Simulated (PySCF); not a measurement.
Radial density of Ge(2+) (germanium, charge +2)

UHF, [Ar] 3d10 4s2, closed-shell 1S. Calculation: PySCF 2.14, in def2-TZVPPD (7s5p5d1f, 54 functions); no relativity, point nucleus.

```
r (bohr)  4πr²ρ (e/bohr)
0.000663          0.1190
 0.00112          0.3280
 0.00188          0.8820
 0.00316           2.302
 0.00531           5.671
 0.00893           12.74
  0.0150           24.48
  0.0253           36.45
  0.0425           37.45
  0.0715           31.40
   0.120           42.04
   0.202           38.55
   0.340           22.76
   0.572           28.28
   0.963           10.75
    1.62           2.203
    2.72          0.5536
    4.58         0.01937
    7.71       2.158e-05
```
